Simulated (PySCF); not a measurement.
CH₈N₂OSi.

```xyz
13

C      2.0500    -0.5758     1.1112
N      1.1737     0.1881     0.2477
Si    -0.5248    -0.0120     0.0519
N     -1.1385     1.5182    -0.4215
O     -1.0855    -1.0105    -1.1721
H      1.4528    -1.1021     1.8733
H      2.7639     0.0700     1.6548
H      2.6424    -1.3440     0.5760
H      1.6570     0.7404    -0.4553
H     -0.9651    -0.6270     1.3437
H     -2.0187     1.5974    -0.9180
H     -0.8819     2.3703     0.0624
H     -1.1652    -1.9417    -0.9376
```

Geometry: B3LYP-D3(BJ)/def2-SVP. The structure was generated by enumeration; whether it is a known compound was not checked. Other conformers were not sampled.

The numbers are results of PBE/pcSseg-1 in PySCF, not measurements. Non-relativistic, no solvent.

Computed absolute GIAO shielding of each atom: isotropic value and principal components (ppm):
```
atom  σ(iso)    σ11    σ22    σ33  span
----  ------  -----  -----  -----  ----
C1     150.3  122.5  146.1  182.3  59.7
N2     211.6  182.3  193.0  259.6  77.3
Si3    369.8  329.3  363.0  417.0  87.8
N4     240.1  195.5  258.6  266.1  70.6
O5     257.7  228.3  248.4  296.5  68.2
H6      28.6   24.9   27.2   33.5   8.6
H7      28.5   23.3   26.6   35.7  12.4
H8      28.5   23.0   26.5   35.9  12.9
H9      30.5   22.5   30.1   38.9  16.3
H10     26.1   23.4   24.1   30.9   7.5
H11     30.8   23.6   27.0   41.8  18.3
H12     31.1   24.0   27.6   41.6  17.7
H13     29.9   23.5   24.7   41.5  18.0
```
